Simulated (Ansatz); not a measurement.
ClGaH2 (SMILES [Cl][GaH2]) moved off its minimum; all values from Ansatz (an electronic-structure program), cores frozen in correlated methods.
(charge 0, multiplicity 1)
```xyz
4

Ga     0.06393    -0.20333    -0.73719
H     -1.39380    -0.40469    -1.41836
H      1.39138    -0.62522    -1.29628
Cl     0.01503     0.45942     1.29830
```

Forces at MP2/def2-TZVPPD (eV/Å):

```json
[
 {"atom": "Ga1", "Fx": "-1.723", "Fy": "-0.270", "Fz": "-0.145"},
 {"atom": "H2", "Fx": "0.651", "Fy": "0.225", "Fz": "0.253"},
 {"atom": "H3", "Fx": "1.046", "Fy": "-0.163", "Fz": "-0.445"},
 {"atom": "Cl4", "Fx": "0.026", "Fy": "0.207", "Fz": "0.337"}
]
```

**Question.** Give the forces (eV/Å), the total energy and the dipole at CCSD(T)/def2-TZVPPD.

**Answer.** 
| atom | Fx | Fy | Fz |
|---|---|---|---|
| Ga1 | -1.701 | -0.227 | -0.102 |
| H2 | 0.531 | 0.203 | 0.194 |
| H3 | 1.145 | -0.200 | -0.488 |
| Cl4 | 0.025 | 0.224 | 0.396 |
Energy -2384.2837 hartree, dipole 1.89 D.
